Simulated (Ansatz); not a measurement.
Reaction (ligand exchange at the Si–C bond): `O[SiH2]CBS` + `N[SiH2][SiH3]` → `O[SiH2]N[SiH2][SiH3]` + `CBS`

Gas-phase electronic energies from Ansatz, PBE0-D4/def2-TZVP geometries. CBS: MP2 limit from def2 TZ/QZ plus the TZ coupled-cluster correction, frozen cores. This one scheme is used for every species. Functionals use def2-TZVPP. B3LYP here is the variant with VWN-RPA as its local correlation; programs differ in this. Each species was taken in one conformer, which may not be the lowest.

| level | ΔE (kJ/mol) | difference from CCSD(T)/CBS |
| --- | --- | --- |
| PBE-D4 | -59.3 | 7.4 |
| r2SCAN-D4 | -64.1 | 2.6 |
| PBE0-D4 | -62.0 | 4.7 |
| B3LYP-D4 | -67.4 | -0.7 |
| ωB97X-V | -65.5 | 1.2 |
| ωB97M-V | -66.0 | 0.7 |
| B2PLYP | -66.1 | 0.6 |
| PBE | -57.2 | 9.5 |
| r2SCAN | -63.5 | 3.2 |
| PBE0 | -60.1 | 6.6 |
| B3LYP | -64.1 | 2.6 |
| HF/def2-TZVPP | -72.0 | -5.3 |
| MP2/def2-TZVPP | -66.2 | 0.5 |
| SCS-MP2/def2-TZVPP | -67.7 | -1.0 |
| CCSD/def2-TZVPP | -67.1 | -0.4 |
| CCSD(T)/def2-TZVPP | -66.5 | 0.2 |
| HF/def2-QZVPP | -72.6 | -5.9 |
| MP2/def2-QZVPP | -66.6 | 0.1 |
| SCS-MP2/def2-QZVPP | -68.0 | -1.3 |
| HF/CBS(def2) | -72.7 | -6.0 |
| MP2/CBS(def2) | -66.5 | 0.2 |
| CCSD/CBS(def2) | -67.3 | -0.6 |
| CCSD(T)/CBS | -66.7 | 0 |

Largest T1 diagnostic among the species: 0.013.

In def2-TZVPP, CCSD(T) changes the Hartree–Fock value by +5.5 kJ/mol (the triples alone add +0.6 kJ/mol) and MP2 by +5.7 kJ/mol. The D4 term adds −3.4 kJ/mol with B3LYP and −1.9 kJ/mol with PBE0; it sums over pairs of atoms, weighted by their polarisabilities, and B3LYP, whose exchange is more repulsive, gets the larger term.
